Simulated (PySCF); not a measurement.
**C$_{5}$H$_{9}$O$_{2}$P: full NMR table**

- Formula: C5H9O2P
- SMILES: C=C[P@@](C)(=O)C(C)=O
- Point group of the computed structure: C1
- Carbon signals: 5
- Proton signals: 5

Bonds (- single, = double, # triple, : aromatic): C1=C2, C2-P3, P3-C4, P3=O5, P3-C6, C6-C7, C6=O8. C1 carries H9, H10; C2 carries H11; C4 carries H12, H13, H14; C7 carries H15, H16, H17. Stereochemistry as in C=C[P@@](C)(=O)C(C)=O. H10 is cis to P3; H9 is trans to P3.

All values are calculated (PySCF): geometry from GFN2-xTB, PBE0/pcSseg-1 with gauge-including orbitals. Relativity neglected, a single conformation, averaged over atoms made equivalent by symmetry, fast rotation or ring inversion, in vacuum.

References, each an isolated molecule treated in the same way: 1H (σ = 31.72 ppm), 13C (σ = 186.93 ppm) against TMS; 31P (σ = 318.38 ppm) against H3PO4; H2O for 17O (σ = 336.08 ppm).

```tsv
carbon	δC, type	δH (multiplicity)	HMBC from (2–3 bonds)	span of the C tensor (ppm)
C1	143.7, CH2	H9 6.67 (m); H10 6.92 (m)	H11	266
C2	140.2, CH	6.24 (m)	H10, H9, H12/H13/H14	218
C4	15.9, CH3	1.45 (m)	H11	34
C6	228.6, C	–	H11, H15/H16/H17, H12/H13/H14	201
C7	33.2, CH3	2.75 (m)	–	64
```

Other nuclei:
| atoms | nucleus | environment | δ (ppm) | σ (ppm) |
| --- | --- | --- | --- | --- |
| P3 | 31P | phosphorus bonded to 3 C, O | 1.0 | 317.4 |
| O8 | 17O | carbonyl oxygen | 734.2 | -398.2 |
| O5 | 17O | P=O oxygen | 75.1 | 261.0 |

δC 228.6: carbonyl carbon. δC 143.7: terminal =CH2 carbon; an sp2 carbon of a C=C bond. δC 140.2: alkene CH; as expected for a trigonal carbon in a double bond. δC 33.2: methyl carbon α to a carbonyl; the adjacent C=O deshields it moderately. δH 6.24: hydrogen on an alkene CH; olefinic region.

Splittings by 31P in the carbon and heteronuclear signals aren't shown, as no couplings were computed. Shifts are as computed. Against solution values, carbons near 30 ppm lie about +3 ppm off and those near 130 ppm about +5 ppm. Of 1211 compounds with measured shifts, 218 miss one by over three times the rms of a fit or turn the order of signals round; such compounds aren't used in these exercises. Unscaled 17O shifts of doubly bonded oxygen tend to come out too high, by tens of ppm or more. Experimental scales use liquid or dissolved standards, which lie at an offset from isolated H2O (liquid H2O: subtract about 36 ppm) and H3PO4. Multiplicities follow the n + 1 count of equivalent neighbours, as no J values were calculated; m marks all less simple cases, F and P coupling included.
